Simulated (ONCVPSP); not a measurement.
# u(r) = r·R(r): atom against pseudo-atom (silicon)

Columns: radius, all-electron u(r) and pseudo u(r) of the 3s shell (level -39.49 eV) of silicon in the configuration [Ne] 3s1; PBE, scalar-relativistic, ONCV scheme, ONCVPSP 4.0.1.

```tsv
r (bohr)	all-electron	pseudo
0.080	0.1929	0.0111
0.160	-0.0369	0.0245
0.240	-0.2624	0.0421
0.320	-0.3853	0.0657
0.400	-0.4066	0.0967
0.480	-0.3522	0.1357
0.560	-0.2493	0.1829
0.640	-0.1203	0.2375
0.720	0.0190	0.2983
0.800	0.1573	0.3635
0.880	0.2875	0.4310
0.960	0.4054	0.4986
1.040	0.5084	0.5641
1.120	0.5956	0.6254
1.200	0.6670	0.6806
1.280	0.7233	0.7281
1.360	0.7653	0.7663
1.440	0.7945	0.7945
1.520	0.8122	0.8121
1.600	0.8198	0.8198
1.680	0.8184	0.8184
1.760	0.8094	0.8094
1.840	0.7939	0.7939
1.920	0.7729	0.7729
2.000	0.7477	0.7477
2.080	0.7191	0.7191
```

Question: How many radial nodes do the two functions have?

Answer: The all-electron 3s function has n − l − 1 = 2; the pseudo-wave has 0, since the states of the same l below it are removed with the core.

Question: At about which radius was the pseudo-wave matched?

Answer: 1.60 bohr. The columns agree to 0.0005 from 1.44 bohr on; several derivatives are matched, so the curves merge somewhat inside the radius.

Question: Is the pseudo-wave norm-conserving?

Answer: Yes: the ONCV scheme keeps the norm inside the radius equal to the all-electron one, which fixes the energy derivative of the logarithmic derivative at the level.
